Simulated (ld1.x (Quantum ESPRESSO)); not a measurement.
Varying the TM potential for samarium (Sm)

Base potential:

```
Element                 : Sm (Z = 62)
Generator               : ld1.x (Quantum ESPRESSO) 7.5
Type                    : norm-conserving Troullier–Martins (Kleinman–Bylander form)
Functional              : PBEsol
Relativity              : fully relativistic
Frozen core             : [Kr] 4d10 5s2
Valence charge          : 14
Reference configuration : 4f6 5p6 5d0 6s1 6p0 (charge +1)
Partial waves           : 5p (bound): rc 2.05 bohr; 5d (bound, empty): rc 0.85 bohr; 4f (bound): rc 1.30 bohr; 6s (bound): rc 3.75 bohr
Local potential         : the s channel
Core correction         : Bessel-smoothed model core inside 0.70 bohr
```

Open shells are filled in proportion to 2j + 1 (rel_dist='average').

All-electron outer shells of the reference configuration (PBEsol, scalar-relativistic, ld1.x):

```csv
shell,level (eV),outermost node (bohr),outermost maximum (bohr)
4d,-134.78,0.28,0.59
5s,-49.48,0.69,1.27
5p,-29.41,0.74,1.43
4f,-8.62,–,0.61
6s,-8.42,1.69,3.44
5d,-7.22,0.84,2.09
6p,-5.27,2.02,4.36
```

Cutoffs, loose and tight: the cutoffs (Ry, on a coarse ladder) from which the occupation-weighted sum of valence levels, in a spherical-Bessel basis at the reference potential, stays within 10 and 1 mRy of its value at 400 Ry. They do not see the model core or the augmentation charge, which bear on the density cutoff. Test errors are all-electron minus pseudo excitation energies from the reference, over the configurations 4f6 5p6 5d0 6s2 6p0; 4f6 5p6 5d0 6s0 6p0; 4f5 5p6 5d0 6s0 6p0; 4f5 5p6 5d1 6s1 6p0; 4f6 5p5 5d0 6s2 6p0; 4f5 5p6 5d1 6s2 6p0; 4f6 5p6 5d0 6s1.5 6p0. A dash means not determined; rows that change the core or the reference have their own tests. The largest error is taken over the tests solved by every variant that gives reliable tests at all: 4f5 5p6 5d0 6s0 6p0; 4f6 5p6 5d0 6s0 6p0; 4f6 5p6 5d0 6s1.5 6p0; 4f6 5p6 5d0 6s2 6p0.

Cutoffs are not given where the Bessel-basis levels miss the radial ones by over 6 mRy, ghosts where they miss by over 20 mRy; a channel whose overlap is not positive is not tested.

| change | outcome | cutoff, loose | cutoff, tight | bound ghosts | largest test error (meV) |
| --- | --- | --- | --- | --- | --- |
| base | generated | 230 Ry | over 300 Ry | none | -1021 |
| wave 6s (bound): rc 3.75 bohr becomes 6s (bound): rc 2.38 bohr | generated | – | – | none | -1317 |
| wave 6s (bound): rc 3.75 bohr becomes 6s (bound): rc 2.74 bohr | generated | – | – | none | -1108 |
| wave 6s (bound): rc 3.75 bohr becomes 6s (bound): rc 3.18 bohr | generated | 230 Ry | over 300 Ry | none | -1018 |
| wave 6s (bound): rc 3.75 bohr becomes 6s (bound): rc 3.42 bohr | generated | 230 Ry | over 300 Ry | none | -1005 |
| wave 6s (bound): rc 3.75 bohr becomes 6s (bound): rc 3.84 bohr | generated | 230 Ry | over 300 Ry | none | -1032 |
| wave 6s (bound): rc 3.75 bohr becomes 6s (bound): rc 4.30 bohr | generated | 230 Ry | over 300 Ry | none | -1106 |
| wave 6s (bound): rc 3.75 bohr becomes 6s (bound): rc 4.68 bohr | generated | 230 Ry | over 300 Ry | none | -1227 |
| wave 6s (bound): rc 3.75 bohr becomes 6s (bound): rc 5.02 bohr | generated | 230 Ry | over 300 Ry | none | -1342 |
| wave 6s (bound): rc 3.75 bohr becomes 6s (bound): rc 5.32 bohr | generated | 230 Ry | over 300 Ry | none | -1428 |
| wave 6s (bound): rc 3.75 bohr becomes 6s (bound): rc 5.66 bohr | generated | 230 Ry | over 300 Ry | none | -1523 |

Reading the sweep of the s radius (base included, trends over the rows without a ghost): The loose cutoff stays near 230 Ry.
